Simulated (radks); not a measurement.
Question: All-electron atom: the holmium ion Ho42+ in [Ar] 3d7. Calculated with a radial shooting solver on a logarithmic mesh with Libxc functionals: scalar-relativistic Kohn-Sham, LB94 model potential, spin-polarised, spherical densities, finite nucleus; open shells are filled with parallel spins first (spin-orbit coupling, left out, can overturn this in heavy ions); Fermi nuclear charge, rms radius 5.2022 fm. Some entries of the table are withheld. Estimate them.

| orbital | occ. | eigenvalue (eV) | <r^2> (bohr^2) |
|---|---|---|---|
| 1s down | 1 | -57902.64 | 0.0005864 |
| 1s up | 1 | -57902.24 | 0.0005864 |
| 2s up | 1 | -11493.67 | 0.009063 |
| 2s down | 1 | -11492.57 | 0.009051 |
| 2p up | 3 | -10444.42 | 0.007334 |
| 2p down | 3 | -10444.15 | 0.007323 |
| 3s up | 1 | -4067.357 | 0.05624 |
| 3s down | 1 | -4054.122 | 0.05637 |
| 3p up | 3 | -3746.324 | 0.05550 |
| 3p down | 3 | -3733.004 | 0.05564 |
| 3d up | 5 | -3368.359 | 0.04469 |
| 3d down | 2 | -3355.157 | 0.04476 |
| 4s up | 0 | (1) | 0.2094 |
| 4s down | 0 | (2) | 0.2101 |
| 4p up | 0 | (3) | 0.2166 |
| 4p down | 0 | (4) | 0.2173 |

Answer: 
(1) 4s up eigenvalue (eV): -2054.412
(2) 4s down eigenvalue (eV): -2049.580
(3) 4p up eigenvalue (eV): -1928.658
(4) 4p down eigenvalue (eV): -1923.975
